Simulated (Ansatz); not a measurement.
`CC(=O)SC12CC3CC(CC(C3)C1)C2` was relaxed with PBE0-D4 (def2-SVP) in Ansatz in these states: charge +1 doublet, charge -1 doublet, neutral singlet. The geometries follow in no particular order.

A:

```xyz
32

C     0.0968   -4.0541   -2.1821
C     0.2995   -2.6063   -1.7877
O     1.4216   -2.0523   -1.9258
S    -0.6734   -2.3860   -0.1060
C    -0.3401   -0.6178    0.1931
C    -0.5751    0.2260   -1.0670
C    -0.3110    1.7057   -0.7689
C     1.1422    1.8800   -0.3163
C     1.3849    1.0541    0.9505
C     0.4415    1.5346    2.0578
C    -1.0118    1.3546    1.6056
C    -1.2502    2.1865    0.3414
C    -1.2798   -0.1240    1.2993
C     1.1120   -0.4247    0.6563
H    -0.9582   -4.3590   -2.0748
H     0.4021   -4.1786   -3.2370
H     0.7225   -4.7617   -1.5886
H    -1.6122    0.0745   -1.4127
H     0.0981   -0.1470   -1.8534
H    -0.4851    2.3030   -1.6825
H     1.8227    1.5426   -1.1155
H     1.3584    2.9484   -0.1256
H     2.4330    1.1808    1.2774
H     0.6338    2.5972    2.2982
H     0.6221    0.9565    2.9813
H    -1.6930    1.6954    2.4069
H    -2.3004    2.0825    0.0160
H    -1.0817    3.2589    0.5545
H    -1.1320   -0.7414    2.2029
H    -2.3266   -0.2705    0.9805
H     1.2756   -1.0367    1.5604
H     1.7640   -0.8210   -0.1384
```

B:

Cartesian coordinates in Å:
```
C -4.512 0.968 0.747
C -3.009 0.992 0.610
O -2.334 1.949 0.894
S -2.376 -0.553 -0.008
C -0.554 -0.322 -0.077
C 0.031 -0.053 1.314
C 1.559 0.026 1.211
C 1.947 1.156 0.253
C 1.367 0.873 -1.137
C 1.915 -0.457 -1.660
C 1.520 -1.583 -0.701
C 2.107 -1.303 0.685
C -0.008 -1.659 -0.603
C -0.162 0.798 -1.047
H -4.816 0.181 1.453
H -4.848 1.947 1.112
H -4.983 0.745 -0.222
H -0.267 -0.864 1.999
H -0.376 0.888 1.710
H 1.974 0.230 2.212
H 1.568 2.120 0.631
H 3.046 1.243 0.194
H 1.644 1.687 -1.827
H 3.014 -0.408 -1.751
H 1.519 -0.660 -2.669
H 1.900 -2.547 -1.080
H 1.849 -2.121 1.380
H 3.208 -1.267 0.629
H -0.445 -1.877 -1.593
H -0.309 -2.477 0.073
H -0.595 0.592 -2.039
H -0.575 1.753 -0.691
```

C:

```tsv
atom	x (Å)	y (Å)	z (Å)
C1	4.494	-0.189	1.209
C2	3.218	-0.476	0.509
O3	2.863	-1.447	-0.062
S4	2.071	1.060	0.555
C5	0.402	0.465	0.263
C6	-0.024	-0.817	0.979
C7	-1.436	-1.190	0.511
C8	-1.407	-1.446	-1.002
C9	-0.986	-0.168	-1.713
C10	-1.953	0.968	-1.416
C11	-1.975	1.216	0.097
C12	-2.413	-0.056	0.827
C13	-0.568	1.615	0.558
C14	0.458	0.221	-1.311
H15	4.298	0.004	2.277
H16	5.166	-1.051	1.099
H17	4.963	0.716	0.789
H18	-0.024	-0.631	2.065
H19	0.673	-1.640	0.773
H20	-1.738	-2.111	1.034
H21	-0.720	-2.272	-1.245
H22	-2.408	-1.749	-1.348
H23	-0.904	-0.336	-2.805
H24	-2.962	0.701	-1.767
H25	-1.658	1.883	-1.956
H26	-2.662	2.044	0.329
H27	-2.454	0.122	1.914
H28	-3.431	-0.337	0.517
H29	-0.241	2.539	0.053
H30	-0.572	1.817	1.641
H31	0.767	1.136	-1.837
H32	1.163	-0.590	-1.537
```

**Question.** Judge from the bond lengths which geometry belongs to which state (an estimate).

**Answer.** A is the charge -1 doublet (C2–S4 1.955 Å, C2–O3 1.259 Å, C5–C14 1.536 Å); B is the neutral singlet (C2–S4 1.781 Å, C2–O3 1.205 Å, C5–C14 1.533 Å); C is the charge +1 doublet (C2–S4 1.917 Å, C2–O3 1.181 Å, C5–C14 1.593 Å).

At PBE0-D4/def2-SVP the highest occupied level of the relaxed charge -1 doublet lies above zero (up to 1.63 eV). By energy differences, losing it releases 0.82 eV (each at its own geometry, to the charge 0 singlet, at PBE0-D4/def2-SVP).
